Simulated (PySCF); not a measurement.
## Polarisability and C₆ of Al (aluminium, neutral)

[Ne] 3s2 3p1, 2P determinant. Computed with PySCF 2.14 in aug-cc-pV(D+d)Z (5s4p3d, 32 functions), with the non-relativistic Hamiltonian (point nucleus). Coupled (time-dependent) response in atomic units; α is the mean over directions.

```tsv
method	mean α (bohr³)	α xx, yy, zz	C₆ (like pair)	S(−4)
UHF	59.98	50.85, 78.26, 50.85	548.5	1768
PBE	62.84	51.08, 86.37, 51.08	565.8	2292
PBE0	60.87	50.53, 81.55, 50.53	548.5	1990
wB97X-V	58.31	49.62, 75.71, 49.62	522.6	1702
r2SCANh	59.96	50.70, 78.48, 50.70	560.4	1696
```

S(−4) is the Cauchy moment in α(ω) = α(0) + S(−4) ω² + …

Reference α: 57.8 ± 1 bohr³ (recommended; Schwerdtfeger and Nagle, table of static dipole polarizabilities (2023 update)). Published C₆: 528.0 (Chu and Dalgarno (2004); Tang, Norbeck and Certain (1976)).

α(iu) at PBE0:

```json
{"u (hartree)": "0", "α(iu) (bohr³)": "60.87"}
{"u (hartree)": "0.0500", "α(iu) (bohr³)": "56.44"}
{"u (hartree)": "0.100", "α(iu) (bohr³)": "47.18"}
{"u (hartree)": "0.200", "α(iu) (bohr³)": "30.06"}
{"u (hartree)": "0.300", "α(iu) (bohr³)": "19.29"}
{"u (hartree)": "0.500", "α(iu) (bohr³)": "9.230"}
{"u (hartree)": "0.750", "α(iu) (bohr³)": "4.691"}
{"u (hartree)": "1.00", "α(iu) (bohr³)": "2.844"}
{"u (hartree)": "1.50", "α(iu) (bohr³)": "1.414"}
{"u (hartree)": "2.00", "α(iu) (bohr³)": "0.8786"}
{"u (hartree)": "3.00", "α(iu) (bohr³)": "0.4649"}
{"u (hartree)": "5.00", "α(iu) (bohr³)": "0.2119"}
```

The components differ because the open shell of this determinant is not spherical; for a pure term their mean is the scalar polarisability.
